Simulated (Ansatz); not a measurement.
One change: `C=CCC=C` becomes `C=CC[O][AlH2]`.

Ansatz, PBE0-D4/def2-TZVP geometries, multiplicity 1. Each molecule was computed in one conformer, which needn't be the lowest.

```csv
property,`C=CCC=C`
HOMO–LUMO gap (B3LYP/def2-TZVPP) / eV,6.77
HOMO–LUMO gap (ωB97M-V/def2-TZVPP) / eV,11.54
LUMO energy (B3LYP/def2-TZVPP) / eV,-0.39
size of the dipole moment (ωB97M-V/def2-TZVPP) / D,0.12
HOMO–LUMO gap (PBE0/def2-TZVPP) / eV,7.22
HOMO energy (ωB97M-V/def2-TZVPP) / eV,-9.62
```

Give the same properties after the change, and the shifts. (Best estimate.)

Ansatz gave: 
| property | `C=CC[O][AlH2]` | shift |
| --- | --- | --- |
| HOMO–LUMO gap (B3LYP/def2-TZVPP) / eV | 6.29 | -0.48 |
| HOMO–LUMO gap (ωB97M-V/def2-TZVPP) / eV | 10.59 | -0.95 |
| LUMO energy (B3LYP/def2-TZVPP) / eV | -1.20 | -0.81 |
| size of the dipole moment (ωB97M-V/def2-TZVPP) / D | 0.81 | 0.69 |
| HOMO–LUMO gap (PBE0/def2-TZVPP) / eV | 6.73 | -0.49 |
| HOMO energy (ωB97M-V/def2-TZVPP) / eV | -9.99 | -0.37 |

With PBE0 the HOMO falls by 0.33 eV and the LUMO falls by 0.82 eV, so the gap narrows by about 0.49 eV. PBE moves the HOMO by -0.24 eV and ωB97M-V by -0.37 eV. Dipoles are sizes alone; their direction can turn.

B3LYP here is the variant with VWN-RPA as its local correlation; programs differ in this.
